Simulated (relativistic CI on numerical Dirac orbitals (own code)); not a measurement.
Electric-dipole lines of Cr12+

These numbers are calculated, not measured: Dirac-Coulomb-Breit CI, separate exchange-only KLI orbitals for each configuration, a model potential for QED, unscaled Slater integrals (own radial code, finite nucleus).

Configurations in the expansion (outside the closed core [Ne]): 3s2, 3s 3p, 3p2, 3s 3d, 3d2, 3p 3d, 3p 4s, 3s 4s, 3s 4p, 3d 4s, 3s 4d, 3s 4f, 3s 5s, 3s 5p, 3s 5d, 4s2, 3s 5f, 3s 5g, 3s 6s, 3s 6p, 3s 6d. Levels of other configurations are missing.

| λ vac (Å) | Lower | Upper | A (s⁻¹) | gf | Branching (%) |
| --- | --- | --- | --- | --- | --- |
| 53.788 | 3s 3p 3P°_2 [4] | 3s 5d 3D_3 [66] | 1.35e+11 | 4.11e-01 | 81.7 |
| 66.211 | 3s 3d 3D_2 [12] | 3s 5f 3F°_3 [69] | 1.89e+11 | 8.70e-01 | 66.6 |
| 66.246 | 3s 3d 3D_3 [13] | 3s 5f 3F°_4 [70] | 2.12e+11 | 1.26e+00 | 74.9 |
| 69.702 | 3s 3d 1D_2 [14] | 3s 5f 1F°_3 [71] | 1.84e+11 | 9.40e-01 | 61.0 |
| 70.722 | 3s 3p 3P°_1 [3] | 3s 4d 3D_2 [43] | 1.52e+11 | 5.71e-01 | 73.1 |
| 71.158 | 3s 3p 3P°_2 [4] | 3s 4d 3D_3 [44] | 2.06e+11 | 1.09e+00 | 97.9 |
| 76.049 | 3s 3p 1P°_1 [5] | 3s 4d 1D_2 [45] | 1.77e+11 | 7.69e-01 | 95.3 |
| 82.520 | 3p2 1D_2 [6] | 3s 4f 1F°_3 [53] | 9.16e+10 | 6.55e-01 | 17.8 |
| 92.009 | 3s 3d 3D_1 [11] | 3s 4f 3F°_2 [50] | 4.43e+11 | 2.81e+00 | 84.0 |
| 92.049 | 3s 3d 3D_2 [12] | 3s 4f 3F°_3 [51] | 4.68e+11 | 4.17e+00 | 88.8 |
| 92.112 | 3s 3d 3D_3 [13] | 3s 4f 3F°_4 [52] | 5.27e+11 | 6.03e+00 | 99.9 |
| 97.984 | 3s 3d 1D_2 [14] | 3s 4f 1F°_3 [53] | 4.07e+11 | 4.10e+00 | 79.0 |
| 206.17 | 3s 4d 1D_2 [45] | 3s 5f 1F°_3 [71] | 6.87e+10 | 3.06e+00 | 22.7 |
| 207.25 | 3s 4d 3D_1 [42] | 3s 5f 3F°_2 [68] | 5.96e+10 | 1.92e+00 | 21.0 |
| 207.33 | 3s 4d 3D_2 [43] | 3s 5f 3F°_3 [69] | 6.26e+10 | 2.83e+00 | 22.1 |
| 207.48 | 3s 4d 3D_3 [44] | 3s 5f 3F°_4 [70] | 7.09e+10 | 4.12e+00 | 25.0 |
| 223.12 | 3p2 1D_2 [6] | 3p 3d 1F°_3 [25] | 2.14e+10 | 1.12e+00 | 55.8 |
| 231.81 | 3s 4f 3F°_2 [50] | 3s 5g 3G_3 [72] | 1.16e+11 | 6.56e+00 | 91.5 |
| 231.84 | 3s 4f 3F°_3 [51] | 3s 5g 3G_4 [73] | 1.19e+11 | 8.60e+00 | 93.3 |
| 231.89 | 3s 4f 3F°_4 [52] | 3s 5g 3G_5 [74] | 1.27e+11 | 1.12e+01 | 99.6 |
| 240.22 | 3s 4f 1F°_3 [53] | 3s 5g 1G_4 [75] | 1.21e+11 | 9.40e+00 | 98.3 |
| 256.81 | 3s 3p 3P°_0 [2] | 3s 3d 3D_1 [11] | 1.20e+10 | 3.55e-01 | 56.5 |
| 259.08 | 3s 3p 3P°_1 [3] | 3s 3d 3D_2 [12] | 1.57e+10 | 7.89e-01 | 76.3 |
| 262.73 | 3p 3d 3F°_3 [16] | 3d2 3F_3 [28] | 1.34e+10 | 9.70e-01 | 39.0 |
| 264.71 | 3s 3p 3P°_2 [4] | 3s 3d 3D_3 [13] | 1.96e+10 | 1.44e+00 | 100.0 |
| 267.00 | 3p 3d 3F°_4 [17] | 3d2 3F_4 [29] | 1.33e+10 | 1.28e+00 | 40.1 |
| 267.18 | 3p2 3P_0 [7] | 3p 3d 3D°_1 [20] | 2.24e+10 | 7.19e-01 | 66.5 |
| 268.71 | 3p2 1S_0 [10] | 3p 3d 1P°_1 [26] | 2.34e+10 | 7.59e-01 | 64.7 |
| 272.01 | 3p2 3P_1 [8] | 3p 3d 3P°_2 [19] | 1.97e+10 | 1.09e+00 | 67.8 |
| 273.16 | 3p2 3P_2 [9] | 3p 3d 3D°_2 [24] | 1.64e+10 | 9.17e-01 | 49.9 |
| 273.75 | 3s 3p 1P°_1 [5] | 3s 3d 1D_2 [14] | 3.74e+10 | 2.10e+00 | 99.5 |
| 273.79 | 3p2 3P_2 [9] | 3p 3d 3D°_3 [22] | 2.36e+10 | 1.86e+00 | 65.5 |
| 295.51 | 3p2 1D_2 [6] | 3p 3d 1D°_2 [18] | 1.37e+10 | 8.97e-01 | 85.0 |
| 304.39 | 3p 3d 3D°_3 [22] | 3d2 3F_4 [29] | 1.96e+10 | 2.45e+00 | 59.0 |
| 323.74 | 3s2 1S_0 [1] | 3s 3p 1P°_1 [5] | 1.88e+10 | 8.86e-01 | 100.0 |
| 335.09 | 3p 3d 1F°_3 [25] | 3d2 1G_4 [34] | 2.14e+10 | 3.24e+00 | 99.3 |
| 351.07 | 3s 3p 3P°_2 [4] | 3p2 3P_2 [9] | 1.10e+10 | 1.01e+00 | 72.9 |
| 367.23 | 3s 3d 3D_3 [13] | 3p 3d 3D°_3 [22] | 6.61e+09 | 9.35e-01 | 18.3 |
| 378.76 | 3s 3d 3D_3 [13] | 3p 3d 3P°_2 [19] | 7.35e+09 | 7.90e-01 | 25.3 |
| 389.19 | 3s 3d 1D_2 [14] | 3p 3d 1F°_3 [25] | 1.34e+10 | 2.13e+00 | 35.0 |
| 441.88 | 3s 3d 3D_3 [13] | 3p 3d 3F°_4 [17] | 4.28e+09 | 1.13e+00 | 100.0 |
| 454.59 | 3s 3d 3D_2 [12] | 3p 3d 3F°_3 [16] | 3.27e+09 | 7.10e-01 | 81.0 |
| 780.39 | 3s 4p 3P°_2 [40] | 3s 4d 3D_3 [44] | 3.77e+09 | 2.41e+00 | 1.8 |
| 1653.4 | 3s 5p 3P°_2 [62] | 3s 5d 3D_3 [66] | 1.10e+09 | 3.16e+00 | 0.7 |
| 2984.4 | 3s 6p 3P°_2 [80] | 3s 6d 3D_3 [84] | 4.18e+08 | 3.90e+00 | 0.4 |

Terms are leading LS components. Brackets give the number of a level in order of energy, since labels repeat. The list gives strong lines, with weight on those to low levels, without lines whose two gauges differ by over a factor of 2.5. Levels whose partners in the same complex of configurations lie outside the list can be far off, and so can their lines. Rates are taken at the computed energies, electric ones in the length gauge.

At this charge energies of transitions that change n are usually good to better than 1 %, and those within a shell (Δn = 0) to a few per cent.

LS names give the leading component of a level, which can be under half, so a name can repeat, a term be missing and a line seem to break the LS rules.
